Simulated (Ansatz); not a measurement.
`F[SiH](S)[GaH2]` → `[F][GaH2]` + `[SiH]S` at 298.15 K and 1 bar (silylene formation by 1,1-elimination).

Program: Ansatz. Geometries: PBE0-D4/def2-TZVP. ΔE: electronic, gas phase. CCSD(T)/CBS is the MP2 limit (def2-TZVPP, def2-QZVPP) plus CCSD(T) − MP2 in def2-TZVPP, frozen cores. This one scheme is used for every species. For Ga outer-core shells are correlated without core-valence functions, which leaves a few kJ/mol of doubt a bond. Scalar relativity is left out up to krypton. Each species was taken in one conformer, which may not be the lowest.

```tsv
species	CCSD(T)/CBS energy (Eh)	H − E (kJ/mol)	S (J/(mol·K))
`F[SiH](S)[GaH2]`	-2713.06708	114.4	367.2
`[F][GaH2]`	-2024.95631	51.0	253.1
`[SiH]S`	-688.02937	55.9	256.4
```

H − E and S are ideal-gas, rigid-rotor, harmonic terms from PBE0-D4/def2-TZVP, for one conformer and one mirror image of each species. 1 Eh = 2625.50 kJ/mol, R = 8.31446 J/(mol·K).

**Question.** By hand: ΔE, ΔH, ΔS and ΔG.

**Answer.** ΔE = (-2024.95631) + (-688.02937) − (-2713.06708) = 0.08140 Eh = 213.7 kJ/mol. Δ(H − E) = 51.0 + 55.9 − 114.4 = -7.5, so ΔH = 206.2 kJ/mol. ΔS = 253.1 + 256.4 − 367.2 = 142.3 J/(mol·K). ΔG = 206.2 − 298.15 × (142.3)/1000 = 163.8 kJ/mol.

**Question.** By hand: the equilibrium constant, and the temperature at which ΔG would vanish if ΔH and ΔS stayed fixed.

**Answer.** log₁₀ K = −ΔG/(RT ln 10) = -28.7. ΔG = 0 at ΔH/ΔS = 1449 K.

The number of gas molecules changes by +1, which sets the sign of ΔS. A doubt of 5 kJ/mol in ΔE shifts log₁₀ K by 0.9 here. Other conformers and mirror images would add mixing entropy, several J/(mol·K) or more a flexible species. These are equilibria of isolated gas molecules and say nothing of rates. Largest T1 diagnostic: 0.016 (customary marks: 0.02 for closed shells, 0.045 for open ones).
